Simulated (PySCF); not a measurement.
# Relaxation of singlet MoF₆

Method: PBE0/[Mo def2-SVP with ECP28, F def2-SVP], scalar-relativistic core potentials, density fitting, no spin–orbit coupling, PySCF. A (50,194) grid was used.

A hand-made octahedral start, of Oh symmetry, held to at least that symmetry:

```xyz
7
charge 0 multiplicity 1, angstrom
Mo    0.0000    0.0000    0.0000
F     0.0000    0.0000    2.0200
F     0.0000    0.0000   -2.0200
F     2.0200    0.0000    0.0000
F     0.0000    2.0200    0.0000
F    -2.0200    0.0000    0.0000
F     0.0000   -2.0200    0.0000
```

Optimiser trace:
```json
{"step": "0", "E − E(last) (kJ/mol)": "335.58", "largest gradient (Eh/bohr)": "0.09118"}
{"step": "1", "E − E(last) (kJ/mol)": "47.97", "largest gradient (Eh/bohr)": "0.04417"}
{"step": "2", "E − E(last) (kJ/mol)": "12.90", "largest gradient (Eh/bohr)": "0.02789"}
{"step": "3", "E − E(last) (kJ/mol)": "0.36", "largest gradient (Eh/bohr)": "0.00423"}
{"step": "4", "E − E(last) (kJ/mol)": "0.00", "largest gradient (Eh/bohr)": "0.00038"}
{"step": "5", "E − E(last) (kJ/mol)": "0.00", "largest gradient (Eh/bohr)": "0.00001"}
```

It ends at Oh with Mo–F 1.817 Å (×6); F–Mo–F 90.0° (×12), F–Mo–F 180.0° (×3). A frequency run shows a minimum.

The relaxation took roughly 50 core-seconds on a shared host.
